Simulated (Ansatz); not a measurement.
def2 core potentials replace the inner electrons of Bi.

B3LYP has the VWN-RPA correlation part, as in Gaussian. 

Cartesian coordinates (Å):
SMILES: c1cccc[c]1[Bi]([OH])[OH]
```xyz
16

O      3.0912    -1.4103     0.1985
Bi     2.4477     0.2241     1.3373
O      2.9113     1.7615    -0.0059
C      0.3228     0.0547     0.5689
C     -0.7819     0.0460     1.4250
C     -2.0750    -0.0602     0.9096
C     -2.2720    -0.1585    -0.4669
C     -1.1758    -0.1507    -1.3294
C      0.1151    -0.0444    -0.8122
H      2.4209    -1.6386    -0.4584
H      2.2223     1.8294    -0.6793
H     -0.6485     0.1222     2.5092
H     -2.9331    -0.0662     1.5866
H     -3.2841    -0.2417    -0.8700
H     -1.3269    -0.2276    -2.4092
H      0.9659    -0.0397    -1.5040
```
Charge 0, multiplicity 1.

**Question.** What is the computed dipole moment, HOMO, total energy, adiabatic ionisation energy (no zero-point term) and vertical ionisation energy (Delta-SCF) (Ansatz (an electronic-structure program) with B3LYP-D3(BJ)/def2-TZVP // PBE0-D3(BJ)/def2-SVP)?

**Answer.** 
| Quantity | Value |
|---|---|
| dipole moment | 0.792 e·Å |
| HOMO | -7.40 eV |
| total energy | -598.2170 Ha |
| adiabatic ionisation energy (no zero-point term) | 8.47 eV |
| vertical ionisation energy (Delta-SCF) | 9.24 eV |
